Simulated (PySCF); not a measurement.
Computed shifts of a molecule C₂H₈FNSi, PBE/pcSseg-1 (PySCF), GIAO, gas phase, atoms alike by connectivity averaged where their shifts nearly agree, in ppm (number of nuclei): ²⁹Si: -13.7 (1). ¹⁹F: -180.8 (1). ¹⁵N: 67.0 (1). ¹³C: 43.9 (2). ¹H: 5.15 (2), 3.05 (6). References: ²⁹Si against TMS (σ = 335.4 ppm); ¹⁹F against CFCl3 (σ = 133.6 ppm); ¹⁵N against NH3 (σ = 267.0 ppm); ¹³C against TMS (σ = 182.0 ppm); ¹H against TMS (σ = 31.49 ppm), references at their B3LYP-D3(BJ)/def2-TZVP geometries, non-relativistic. Geometry: B3LYP-D3(BJ)/def2-SVP. One conformer was computed; it need not be the lowest.

**Question.** Which molecule gave these data?
A) C[C@H](F)[SiH2]N
B) NC[SiH2]CF
C) C[C@@H](N)[SiH2]F
D) CN(C)[SiH2]F

**Answer.** D, CN(C)[SiH2]F
